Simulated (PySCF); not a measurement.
Excitation energy of Lu by level of theory

Lu [Xe] 4f14 5d1 6s2 (2D) → Lu [Xe] 4f14 5d2 6s1 (4F), as a difference of total energies. All numbers are calculated (PySCF 2.14, scalar relativity by spin-free X2C-1e, in x2c-TZVPPall with one added diffuse shell each of s, p, d type (12s8p8d2f2g, 108 functions)). Correlated levels: valence: [Kr] 4d10 frozen; valence and next inner shell: [Ar] 3d10 frozen. The calculations carry no spin-orbit coupling.

| method | excitation energy (eV) | error (eV) |
| --- | --- | --- |
| UHF | 1.692 | -0.667 |
| LDA | 2.075 | -0.284 |
| PBE | 1.929 | -0.430 |
| PBE0 | 1.909 | -0.450 |
| r2SCAN | 1.615 | -0.744 |
| M06-2X | 2.665 | +0.306 |
| PW91 | 1.907 | -0.452 |
| revPBE | 1.862 | -0.497 |
| MP2 (valence) | 2.396 | +0.037 |
| SCS-MP2 (valence) | 2.599 | +0.240 |
| MP2 (valence and next inner shell) | 2.386 | +0.027 |
| SCS-MP2 (valence and next inner shell) | 2.590 | +0.231 |

Reference: 2.359 eV (measured; NIST levels, between the centres of gravity of the two terms).

Errors of the correlated levels include the incompleteness of this basis and the frozen core.
